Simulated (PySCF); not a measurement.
**TiB: one state, many levels of theory**

State: ⁶Δ (sextet), unpaired electrons σ ↑↑, π ↑↑, δ ↑. Set-up: basis Ti def2-TZVPP, B def2-TZVPP; no relativity; PySCF 2.14. De refers to Ti (3d2 4s2) + B in their high-spin ground configurations, without counterpoise correction. The functionals are run spin-unrestricted. A positive dipole means Ti(−)B(+). Levels whose curve was spin-contaminated or gave no clean fit are not listed.

| Level | Re (Å) | ωe (cm⁻¹) | De (eV) | μ (D) |
| --- | --- | --- | --- | --- |
| ROHF | 2.159 | 470 | n/a | -2.52 |
| PBE | 2.056 | 601 | n/a | -3.00 |
| PW91 | 2.054 | 602 | n/a | -2.98 |
| r²SCAN | 2.047 | 619 | n/a | -3.31 |
| TPSSh | 2.047 | 622 | n/a | -3.46 |
| PBE0 | 2.027 | 642 | n/a | -3.49 |
| r²SCAN0 | 2.022 | 653 | n/a | -3.73 |
| MN15 | 2.011 | 643 | n/a | -3.34 |
| ωB97M-V | 2.011 | 664 | n/a | -3.72 |

Problem. What does the step from GGA to meta-GGA do here, going from PBE to r²SCAN?

Solution. r²SCAN less PBE: -0.9 pm in Re, +3.0 % in ωe. 

Problem. What does a quarter of exact exchange do here, going from r²SCAN to r²SCAN0?

Solution. r²SCAN0 less r²SCAN: -2.5 pm in Re, +5.5 % in ωe. Exact exchange removes part of the self-interaction that spreads semilocal densities, and in most molecules shortens and stiffens the bond and lowers De; so it does here.

De is left out where the level can put another filling of the metal’s s and d shells below the measured ground configuration, by anything from nothing to about 1 eV. The state is the lowest single determinant that the PBE0 search found; with open d or f shells the true ground state can be another one.

The whole job (state search and all levels along the bond) took about 13 min on 1 thread of Intel Xeon 6975P-C (shared host), peak memory 2.1 GiB.
